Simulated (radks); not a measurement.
The numbers below are computed, except where a source is named.
Question: Cs38+, 17 electrons, occupied as [Ne] 3s2 3p5. Code: a radial shooting solver on a logarithmic mesh with Libxc functionals. Model: Dirac Kohn-Sham, PBEsol, spin-unpolarised, spherical densities, finite nucleus; open shells fill j = l - 1/2 first; Fermi nuclear charge, rms radius 4.8041 fm. Some entries of the table are withheld. Estimate them.

orbital  occ.  eigenvalue (Ry)  <r> (bohr)
1s1/2       2        -2788.139     0.02612
2s1/2       2        -567.5389         (1)
2p1/2       2        -544.8603     0.09297
2p3/2       4        -518.4695     0.09865
3s1/2       2        -215.5388      0.2722
3p1/2       2              (2)      0.2588
3p3/2       3              (3)      0.2676

Answer: 
(1) 2s1/2 <r> (bohr): 0.1105
(2) 3p1/2 eigenvalue (Ry): -207.1413
(3) 3p3/2 eigenvalue (Ry): -200.7131
